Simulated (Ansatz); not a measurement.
Single points on Na₆Sb.

```yaml
crystal:
  periodic: [false, false, false]
  atoms:
    - {symbol: Sb, position_ang: [-0.625932, -0.053573, 0.979529]}
    - {symbol: Na, position_ang: [-1.246643, 2.210779, 2.775560]}
    - {symbol: Na, position_ang: [0.850106, -1.959642, -0.793996]}
    - {symbol: Na, position_ang: [1.447497, -0.027285, 3.094134]}
    - {symbol: Na, position_ang: [-1.699793, -0.127963, -1.825168]}
    - {symbol: Na, position_ang: [1.274140, 1.969259, 0.029365]}
    - {symbol: Na, position_ang: [0.000626, -2.011574, -4.259424]}
basis:
  gaussian: {orbitals: def2-SVP, initial_orbitals: start.molden}
magnetization: {spin_polarized: true, initial_magnetization: 1}
correlation: {method: ccsd_t}
scf: {omitted_lower_state_checks: [starts, cluster_reference]}
output: {orbitals: {seedname: orbitals}}
```

The file start.molden holds the orbitals of an earlier run on this structure, at another level or in another basis.

```sh
$ ansatz run in.yaml --threads 4 --pin off --events-out ev --progress --plain --max-ram 8704MiB
```

Output, abridged:

```
Functional definition: HF
1144 factors; integrals over basis functions are off by at most 7.3e-4 eV
mean field evaluation 1: about -32928.5188 eV, gradient 1.9e1 eV
mean field evaluation 2: about -32929.0092 eV, gradient 8.4e-1 eV
mean field evaluation 4: about -32929.1767 eV, gradient 3.3e-1 eV
mean field evaluation 8: about -32929.3029 eV, gradient 1.5e-1 eV
mean field -32929.30363162 eV, -1210.1295881783 hartree, gradient 6.1e-6 eV, S^2 1.314567; 0 other end points of the search recorded, 0 dependent functions left out
10 core orbitals not correlated: weight in the atoms' cores, before any rotation towards them, 1.000 or more for the frozen orbitals, at most 0.000 for the correlated occupied ones
reference -32929.30363162 eV, -1210.1295881783 hartree; 35, 34 occupied and 71, 72 virtual orbitals, 1144 factors
second order -4.79376222 eV of doubles, -0.00000000 eV of singles
cycle   1  -4.93479125 eV  change   -1.4e-1 eV  update   1.2e-1
cycle   2  -5.13946249 eV  change   -2.0e-1 eV  update   6.5e-2
cycle   3  -5.26444927 eV  change   -1.2e-1 eV  update   5.3e-2
cycle   4  -5.29950111 eV  change   -3.5e-2 eV  update   3.7e-2
cycle   5  -5.34987036 eV  change   -5.0e-2 eV  update   2.6e-2
cycle   6  -5.39499702 eV  change   -4.5e-2 eV  update   1.6e-2
cycle   7  -5.40227300 eV  change   -7.3e-3 eV  update   8.1e-3
cycle   8  -5.40603324 eV  change   -3.8e-3 eV  update   4.2e-3
cycle   9  -5.40956695 eV  change   -3.5e-3 eV  update   2.4e-3
cycle  10  -5.40892568 eV  change    6.4e-4 eV  update   1.3e-3
cycle  11  -5.40917179 eV  change   -2.5e-4 eV  update   7.5e-4
cycle  12  -5.40935860 eV  change   -1.9e-4 eV  update   3.9e-4
cycle  13  -5.40942283 eV  change   -6.4e-5 eV  update   2.3e-4
cycle  14  -5.40941343 eV  change    9.4e-6 eV  update   1.3e-4
cycle  15  -5.40940033 eV  change    1.3e-5 eV  update   7.2e-5
perturbative correction -0.33568411 eV, -0.0123361637 hartree
Total energy: -32935.04871606 eV, -1210.3407161373 hartree
Checks for a lower state left out: starts, cluster_reference
```

Hardware: 4 threads of Intel Xeon 6975P-C on a shared host. Wall time 91 s, peak host memory 2.5 GiB.

The first input with `gaussian: {orbitals: def2-TZVP, initial_orbitals: start.molden}`, `hamiltonian: {xc: {name: LC-wPBE}}`, `scf: {omitted_lower_state_checks: [starts]}` and without the key `correlation` (abridged; 26 s):

```
Functional definition: LC-wPBE
mean field -33027.04309244 eV, -1213.7214471134 hartree, gradient 1.0e-5 eV, S^2 0.865542
Total energy: -33027.04309245 eV, -1213.7214471137 hartree
Checks for a lower state left out: starts
```

The first input with `gaussian: {orbitals: def2-TZVP, initial_orbitals: start.molden}`, `hamiltonian: {xc: pbe, dispersion: d4}`, `scf: {omitted_lower_state_checks: [starts]}`, `output: {forces: true, orbitals: {seedname: orbitals}}` and without the key `correlation` (abridged; 8 s):

```
Functional definition: PBE
mean field -33019.00274470 eV, -1213.4259697837 hartree, gradient 2.4e-5 eV, S^2 0.757686
Total energy: -33019.22179198 eV, -1213.4340196229 hartree
Atom 0 force     0.011858     0.011814    -0.005201 eV/Å
Atom 1 force     0.014326    -0.013006    -0.011153 eV/Å
Atom 2 force    -0.016333     0.009719    -0.026307 eV/Å
Atom 3 force    -0.014609     0.005507    -0.011101 eV/Å
Atom 4 force     0.015682    -0.012195     0.005565 eV/Å
Atom 5 force    -0.012505    -0.009541     0.011094 eV/Å
Atom 6 force     0.001580     0.007701     0.037104 eV/Å
Dipole moment:     0.321050     0.374051    -0.092234 e Å
Checks for a lower state left out: starts
```

As the first input, with `gaussian: {orbitals: def2-TZVP, initial_orbitals: start.molden}`, `hamiltonian: {xc: pbe0, dispersion: d4}`, `scf: {omitted_lower_state_checks: [starts]}` and without the key `correlation` (abridged; 23 s):

```
Functional definition: PBE0
mean field -33021.55676279 eV, -1213.5198282173 hartree, gradient 1.2e-5 eV, S^2 0.762113
Total energy: -33021.74939215 eV, -1213.5269072158 hartree
Checks for a lower state left out: starts
```

First input, but with `gaussian: {orbitals: def2-TZVP, initial_orbitals: start.molden}`, `hamiltonian: {xc: r2scan, dispersion: d4}`, `scf: {omitted_lower_state_checks: [starts]}` and without the key `correlation` (abridged; 34 s):

```
Functional definition: r2SCAN
mean field evaluation 16: about -33035.3942 eV, gradient 6.7e-6 eV
mean field -33035.39420633 eV, -1214.0283448883 hartree, gradient 6.7e-6 eV, S^2 0.790671
Total energy: -33035.43522920 eV, -1214.0298524509 hartree
Checks for a lower state left out: starts
```

As the first input, with `gaussian: {orbitals: def2-TZVP, initial_orbitals: start.molden}`, `hamiltonian: {xc: lda}`, `scf: {omitted_lower_state_checks: [starts]}` and without the key `correlation` (abridged; 3.7 s):

```
Functional definition: SPW92
mean field -32890.35721168 eV, -1208.6983336445 hartree, gradient 2.5e-5 eV, S^2 0.753693
Total energy: -32890.35727008 eV, -1208.6983357905 hartree
Checks for a lower state left out: starts
```

Geometry: PBE-D4/def2-SVP.

In the def2 sets Sb takes a core potential; there is no spin–orbit coupling. LC-ωPBE has ω = 0.4 bohr⁻¹. Correlated methods freeze 10 core orbitals; core or outer-core shells of Sb, Na are correlated, in sets that lack core-valence functions. At CCSD(T)/def2-SVP, LC-ωPBE/def2-TZVP the charge 0 doublet is spin-contaminated (final ⟨S²⟩ up to 1.31, 0.75 for a pure state). Another isomer (doublet) lies 0.02 eV lower at PBE-D4/def2-TZVP; other spin states weren't run for this one.
